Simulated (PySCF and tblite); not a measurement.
Results of a calculation; reference values are marked as such.
C₃H₄BrF, numbered as in [CH3:1]/[CH:2]=[C:3](/[F:4])[Br:5].

Search: ETKDG and KDG, MMFF94s, GFN2-xTB, 60 starts; geometries at GFN2-xTB. Free energies are CAM-B3LYP-D3(BJ)/def2-TZVP single points with GFN2-xTB rigid-rotor and vibrational terms (modes under about 100 cm⁻¹ blended into free rotors). Symmetry numbers and mirror images are counted. Conformers within 2.5 kcal/mol (GFN2-xTB free energy) were kept, 6 at most. GIAO shieldings: PBE0/pcSseg-1. Shifts are against TMS (¹H), TMS (¹³C), CFCl3 (¹⁹F) at the same level. Run with PySCF (density fitting) and tblite.

(1) Predict the averaged NMR shifts at 298.15 K.

Spin–orbit effects of the heavy atoms on shieldings are missing. At a carbon that bears Br the missing effect is some 10 ppm, beside I tens of ppm. Unscaled ¹⁹F shifts at such levels can be off by tens of ppm; differences between conformers or isomers are more reliable. Shifts are unscaled: against experiment ¹³C can be off by 15 ppm or more and ¹H by 0.8 ppm.

Results:

(1) ¹H: 5.74 (H2, 1H), 1.94 (H1, 3H) ppm. ¹³C: 163.0 (C3), 112.4 (C2), 16.4 (C1) ppm. ¹⁹F: -65.6 (F4) ppm.
